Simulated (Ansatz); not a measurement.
Ansatz (an electronic-structure program) input (CCSD(T)/def2-SVPD):

Ansatz 0.2 input:
```yaml
crystal:
  periodic: [false, false, false]
  atoms:
    - {symbol: Mo, position_ang: [-0.00521122, -0.06773388, 0.41340247]}
    - {symbol: Cl, position_ang: [2.08198766, 0.05801538, -0.48871347]}
    - {symbol: Cl, position_ang: [-2.06911287, 0.10932713, -0.53263380]}
basis:
  gaussian:
    orbitals: def2-SVPD
magnetization: {spin_polarized: true, initial_magnetization: 4}
correlation: {method: ccsd_t, electrons: outside_noble_gas}
output: {forces: true}
```

End of the output:

```
mean field evaluation 32: about -26840.5937 eV, gradient 1.3e0 eV
mean field evaluation 64: about -26840.7312 eV, gradient 1.4e-1 eV
mean field evaluation 96: about -26840.0531 eV, gradient 6.2e-3 eV
mean field evaluation 128: about -26839.3395 eV, gradient 5.7e-2 eV
mean field evaluation 160: about -26837.2555 eV, gradient 9.1e0 eV
mean field evaluation 192: about -26840.0372 eV, gradient 7.1e-2 eV
mean field evaluation 224: about -26839.5654 eV, gradient 7.4e-1 eV
mean field evaluation 256: about -26837.1779 eV, gradient 1.1e-2 eV
mean field evaluation 288: about -26836.0261 eV, gradient 1.0e-1 eV
mean field evaluation 320: about -26836.3594 eV, gradient 7.7e-1 eV
mean field evaluation 352: about -26835.0653 eV, gradient 9.4e0 eV
mean field evaluation 384: about -26840.0531 eV, gradient 9.0e-4 eV
mean field evaluation 416: about -26839.3252 eV, gradient 4.8e-2 eV
mean field evaluation 448: about -26835.9802 eV, gradient 1.2e0 eV
mean field evaluation 480: about -26840.0335 eV, gradient 1.1e-1 eV
mean field evaluation 512: about -26839.3397 eV, gradient 5.3e-1 eV
mean field -26840.73305606 eV, -986.3787465079 hartree, gradient 5.7e-6 eV, S^2 6.026547; 12 other end points of the search recorded, 0 dependent functions left out
determinant -26840.73305606 eV, -986.3787465079 hartree, with singles and doubles -26851.67928922 eV, -986.7810131569 hartree
determinant -26840.05310108 eV, -986.3537586234 hartree, with singles and doubles -26851.01347153 eV, -986.7565448080 hartree
determinant -26840.03743716 eV, -986.3531829849 hartree, with singles and doubles -26850.81733245 eV, -986.7493368299 hartree
determinant -26839.33959432 eV, -986.3275377335 hartree, with singles and doubles -26850.22444501 eV, -986.7275486182 hartree
determinant -26839.32498711 eV, -986.3270009283 hartree, with singles and doubles -26850.19274293 eV, -986.7263835885 hartree
14 core orbitals not correlated
reference -26840.73305606 eV, -986.3787465079 hartree; 12, 8 occupied and 62, 66 virtual orbitals, 817 factors
densities: 0.65 GiB planned
second order -10.14828128 eV of doubles, -0.00000000 eV of singles
coupled cluster: 0.48 GiB planned
cycle   1  -10.94763813 eV  change   -1.4e-3 eV  update   1.2e-3
cycle   2  -10.94797167 eV  change   -3.3e-4 eV  update   8.0e-4
cycle   3  -10.94823229 eV  change   -2.6e-4 eV  update   4.2e-4
cycle   4  -10.94819604 eV  change    3.6e-5 eV  update   1.4e-4
cycle   5  -10.94837655 eV  change   -1.8e-4 eV  update   4.5e-5
cycle   6  -10.94844129 eV  change   -6.5e-5 eV  update   1.6e-5
cycle   7  -10.94844001 eV  change    1.3e-6 eV  update   5.8e-6
cycle   8  -10.94843268 eV  change    7.3e-6 eV  update   2.8e-6
cycle   9  -10.94843190 eV  change    7.9e-7 eV  update   1.1e-6
cycle  10  -10.94843194 eV  change   -4.4e-8 eV  update   4.0e-7
cycle  11  -10.94843223 eV  change   -2.9e-7 eV  update   1.6e-7
perturbative correction -0.36298212 eV, -0.0133393469 hartree
the calculation of the forces begins
Total energy: -26852.04447041 eV, -986.7944333182 hartree
Atom 0 at    -0.005211    -0.067734     0.413402 Å, force    -0.006278    -0.081600     0.498033 eV/Å
Atom 1 at     2.081988     0.058015    -0.488713 Å, force     0.659356     0.032689    -0.242073 eV/Å
Atom 2 at    -2.069113     0.109327    -0.532634 Å, force    -0.653078     0.048912    -0.255959 eV/Å
Dipole moment:    -0.007448    -0.096811     0.590873 e Å
```

The spin state was set by rule; other spins were not relaxed.
